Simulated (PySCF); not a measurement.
Computed IR spectrum (relative IR intensity) of a molecule CH6O2Si2. Coordinates come from a PBE-D3(BJ)/def2-SVP optimisation. Other conformers were not sampled. All values below come from PySCF with PBE-D3(BJ)/def2-SVP. Frequencies are harmonic and unscaled.

Lines under 2 % of the strongest are left out, and lines within 2 cm⁻¹ are merged.

```
ν (cm⁻¹)  relative intensity
--------  ------------------
142                      2.3
241                      8.2
339                       21
386                       17
431                      4.2
520                      2.5
615                      6.9
675                       24
696                      8.4
776                       18
779                       41
802                      3.1
877                      100
893                      5.3
906                       30
979                       34
2137                      31
2155                      27
2189                      50
2958                      14
3011                     5.2
3755                      24
```

Problem. Which structure fits?
A) O[Si@H]1OC[SiH2]1
B) [SiH3][SiH]1OCO1
C) OC1[SiH2]O[SiH2]1
D) C1O[SiH2]O[SiH2]1

Solution. A, O[Si@H]1OC[SiH2]1
